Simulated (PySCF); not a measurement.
A structure optimised at PBE-D3(BJ)/def2-SVP, used in a PySCF frequency run:

```
O
Si 1 1.6604
Al 1 1.7110 2 167.47
O 3 1.7055 1 121.20 2 0.37
C 4 1.4021 3 138.20 1 0.00
H 5 1.1135 4 110.55 3 120.86
H 5 1.1136 6 107.15 4 -120.54
H 5 1.1153 6 107.55 7 -115.37
H 2 1.5054 1 110.17 3 -119.98
H 2 1.5054 9 108.82 1 120.88
H 2 1.5082 9 108.42 10 117.72
H 3 1.5755 4 117.61 5 -180.00
```

Write its SMILES and formula.

C[O][AlH][O][SiH3], CH₇AlO₂Si

What are its rotational constants (standard atomic weights)?

5.8166, 1.4413, 1.1801 GHz
